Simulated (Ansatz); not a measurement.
LaB₆⁺, relaxed as a quintet with UKS B3LYP-D4/def2-SVP in Ansatz, starting from the B3LYP-D4/def2-SVP geometry of the charge +1 singlet. Force threshold 0.02 eV/Å.

In the def2 sets La takes a core potential; there is no spin–orbit coupling. At B3LYP-D4/def2-SVP a singlet of charge 1 lies 1.28 eV below the quintet, each at its own geometry. Another isomer (singlet) lies 0.10 eV lower at PBE0-D4/def2-TZVP.

Start:

Cartesian coordinates in Å:
```
La 2.399 0.427 -2.343
B -1.767 -0.075 0.977
B 0.215 0.485 -1.557
B 0.115 -0.397 1.180
B -0.804 0.192 -0.245
B -1.035 -0.589 2.201
B 0.878 -0.043 -0.212
```

Q: Estimate the energy that the relaxation releases and the steps that it takes.

A: 0.77 eV, in 6 steps; 41 s on 4 threads of Intel Xeon on a shared host. No frequencies were taken in this run, so the end may be a saddle point.

Q: Does the start keep its bonding and symmetry?

A: By distances, no bond broke or formed. The bond that changes most is La1–B3, from 2.32 to 2.66 Å (atoms count from 1). Point group Cs at the start, Cs at the end, both within 0.05 Å.

Q: Predict the relaxed structure.

A: 
```xyz
7

La    2.610    0.360   -2.209
B    -1.666   -0.110    1.043
B     0.023    0.523   -1.592
B     0.083   -0.364    1.068
B    -0.915    0.239   -0.332
B    -0.954   -0.632    2.319
B     0.820   -0.016   -0.297
```
Bond lengths: 9 × B–B 1.55 to 1.82 Å; 2 × B–La 2.65 to 2.66 Å.
